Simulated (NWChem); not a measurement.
# Ionisation of iminoborane (H$_{2}$BN)

```xyz
4

B      0.0000     0.0000    -0.7011
N      0.0000     0.0000     0.5488
H      0.0000     0.0000    -1.8910
H      0.0000     0.0000     1.5544
```
Charge 0, spin multiplicity 1.

Everything below was run with NWChem. All single points use one geometry, from PBE/def2-SVP, a minimum by its harmonic frequencies.

Basis set: def2-TZVP. −ε marks an orbital energy of the parent.

B3LYP has NWChem's definition, with VWN1-RPA local correlation.

For the first vertical ionisation energy, −ε(HOMO) of HF gives 11.56 eV and −ε(HOMO) of B3LYP gives 8.24 eV. What do −ε(HOMO) of PBE, −ε(HOMO) of M06-2X, G0W0@LDA (SVWN5) give?

−ε(HOMO) of PBE: 7.17 eV; −ε(HOMO) of M06-2X: 9.85 eV; G0W0@LDA (SVWN5): 10.75 eV.
